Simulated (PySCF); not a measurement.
Ga(Me)3(NH3) (C₃H₁₂GaN), SMILES [CH3][Ga]([CH3])([CH3])<-[NH3] (connectivity only; charge and spin as stated), neutral, multiplicity 1. Atoms are numbered in the order given.

```xyz
17

Ga     0.0000     0.0000     0.2094
C     -1.7081     0.9862     0.5044
H     -1.6864     2.0039     0.0799
H     -1.9022     1.0982     1.5841
H     -2.5786     0.4585     0.0799
C      1.7081     0.9862     0.5044
H      1.6864     2.0039     0.0799
H      2.5786     0.4585     0.0799
H      1.9022     1.0982     1.5841
C      0.0000    -1.9723     0.5044
H      0.0000    -2.1965     1.5841
H      0.8923    -2.4624     0.0799
H     -0.8923    -2.4624     0.0799
N      0.0000     0.0000    -1.9698
H      0.8233    -0.4754    -2.3381
H      0.0000     0.9507    -2.3381
H     -0.8233    -0.4754    -2.3381
```

Geometry optimised at PBE0-D3(BJ)/def2-SVP. The isomer is the one that the SMILES or the coordinates give; other isomers of the formula were not compared. One conformer was computed; it need not be the lowest.

Level of theory: HF/pcSseg-1 (PySCF).

GIAO shieldings, no solvent; atoms alike by connectivity are averaged. δ = σ(ref) − σ: ¹³C against TMS (σ = 192.6 ppm); ¹H against TMS (σ = 31.99 ppm); ¹⁵N against NH3 (σ = 267.3 ppm), references at their B3LYP-D3(BJ)/def2-TZVP geometries, non-relativistic.

| atoms | nucleus | count | δ (ppm) |
|---|---|---|---|
| C2, C6, C10 | ¹³C | 3 | -8.2 |
| H15, H16, H17 | ¹H | 3 | … |
| H3, H4, H5, H7, H8, H9, H11, H12, H13 | ¹H | 9 | -0.33 |
| N14 | ¹⁵N | 1 | … |

Question: Fill in the missing entries. (Estimate from the structure and the level; the computed values follow.)

Answer: 
- N14, δ (ppm): 27.1
- H15, H16, H17, δ (ppm): 1.90
